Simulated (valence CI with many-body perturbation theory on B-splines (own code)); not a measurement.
## Pr³⁸⁺: what each term of the Hamiltonian does

Computed by valence CI with perturbative core correlation (CI+MBPT): three valence electrons over a frozen Dirac-Fock core [Ar], radial functions for each j: 9 s, 9 p, 10 d, 8 f, 5 g, 3 h, 1 i, with the one-electron correlation potential Σ1 (screened to all orders), the two-electron term Σ2, the three-electron term Σ3, Breit, model QED; selected single and double excitations, second order for the rest (own B-spline code, finite nucleus).

The last digits are not significant, and no measured levels were compared; by estimate large intervals hold to a few tenths of a per cent, small ones and those within an open d or f shell to about a per cent. Only levels of the ground parity were solved; by the run's estimate the other parity begins above the list, which can be wrong where configurations are misplaced.

Each rung adds one term. CI alone is the Dirac-Coulomb CI over the frozen core; QED comes last and gives the full result, which names the levels. Energies are above (3d3/2^3) J=3/2 on the same rung, in eV.

Levels are named by their leading jj configuration (3d3/2^4 stands for four electrons in 3d with j = 3/2), which in mixed levels can hold well under half, so a name can repeat and another be missing. Letters in brackets count levels of one name in rising energy.

```
                    Level  CI alone       Σ1       Σ2       Σ3    Breit      QED    Full
(3d3/2^2 3d5/2) J=5/2 [a]    19.106  +0.1320  +0.3119  +0.0253  -0.7755  +0.0680  18.867
    (3d3/2^2 3d5/2) J=3/2    24.857  +0.1275  -0.1853  +0.1318  -0.5977  +0.0633  24.396
    (3d3/2^2 3d5/2) J=7/2    26.421  +0.1482  +0.2088  +0.0009  -1.2533  +0.0739  25.599
    (3d3/2^2 3d5/2) J=9/2    27.817  +0.1398  +0.2665  -0.0193  -1.4519  +0.0689  26.821
    (3d3/2^2 3d5/2) J=1/2    28.684  +0.1360  -0.3853  +0.1589  -0.7332  +0.0664  27.927
(3d3/2^2 3d5/2) J=5/2 [b]    42.800  +0.1804  -0.4334  +0.0456  -0.9351  +0.0861  41.744
(3d3/2 3d5/2^2) J=7/2 [a]    45.921  +0.2628  +0.3800  -0.0102  -1.6061  +0.1324  45.080
    (3d3/2 3d5/2^2) J=9/2    48.785  +0.2753  +0.4663  +0.0445  -2.0407  +0.1381  47.669
(3d3/2 3d5/2^2) J=3/2 [a]    52.584  +0.2739  -0.1016  -0.0350  -1.2926  +0.1357  51.565
    (3d3/2 3d5/2^2) J=1/2    54.664  +0.2780  -0.2909  +0.2141  -1.4232  +0.1371  53.579
   (3d3/2 3d5/2^2) J=11/2    56.747  +0.2807  +0.4180  +0.0383  -2.3889  +0.1377  55.233
(3d3/2 3d5/2^2) J=5/2 [a]    58.630  +0.2587  -0.4855  -0.0440  -1.3558  +0.1254  57.128
(3d3/2 3d5/2^2) J=5/2 [b]    61.888  +0.2891  -0.3325  -0.0141  -1.5435  +0.1390  60.426
(3d3/2 3d5/2^2) J=7/2 [b]    64.282  +0.2811  -0.4270  +0.0857  -1.8264  +0.1347  62.530
(3d3/2 3d5/2^2) J=3/2 [b]    74.071  +0.3386  -0.3848  +0.1240  -1.5330  +0.1635  72.779
          (3d5/2^3) J=9/2    74.594  +0.4110  +0.5036  -0.0295  -2.5662  +0.2055  73.119
          (3d5/2^3) J=3/2    88.208  +0.3821  -0.7421  +0.0368  -1.7938  +0.1826  86.274
          (3d5/2^3) J=5/2    94.017  +0.4141  -0.4738  +0.0187  -1.9391  +0.1989  92.235
```

The middle columns are the shifts that each term adds.

(1) How does the ionisation energy move along the ladder, and which term matters most?

## Answers

(1) CI alone 2723.2, + Σ1 2725.8, + Σ2 2731.4, + Σ3 2731.5, + Breit 2729.6, + QED 2729.8 eV. The largest step is Σ2, 5.7 eV. NIST lists 2729 ± 4 eV (theoretical).
